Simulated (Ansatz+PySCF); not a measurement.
Two shapes of singlet H8.

Shape 1:

```xyz
8

H     0.0000    0.0000    0.0000
H     0.0000    0.0000    1.8000
H     0.0000    0.0000    3.6000
H     0.0000    0.0000    5.4000
H     0.0000    0.0000    7.2000
H     0.0000    0.0000    9.0000
H     0.0000    0.0000   10.8000
H     0.0000    0.0000   12.6000
```

Shape 2:

```xyz
8

H     0.0000    0.0000    0.0000
H     0.0000    0.0000    1.0000
H     0.0000    0.0000    2.0000
H     0.0000    0.0000    3.0000
H     0.0000    0.0000    4.0000
H     0.0000    0.0000    5.0000
H     0.0000    0.0000    6.0000
H     0.0000    0.0000    7.0000
```

Basis set: 6-31G* (spherical functions). All electrons are correlated. Charge 0, multiplicity 1.

Computed with Ansatz (development build ahead of 0.2.0); each method stands on the lowest determinant of its kind that the runs found.

(1) Which shape is lower in energy, and by how much in each method?

## Answers

(1)

| method | E(2) − E(1) (eV) |
| --- | --- |
| RHF | -13.398 |
| UHF | -6.989 |
| UHF-MP2 | -8.820 |
| full CI (lowest root of this spin) | -8.719 |

Shape 2 is lower. Caution for RHF: an unrestricted determinant lies well below. Caution for UHF, UHF-MP2: the unrestricted determinant is a mixture of spin states; the determinant breaks the point group. Caution for UHF-MP2: bonds are stretched, where a single reference can fail; another reference gives a lower total.
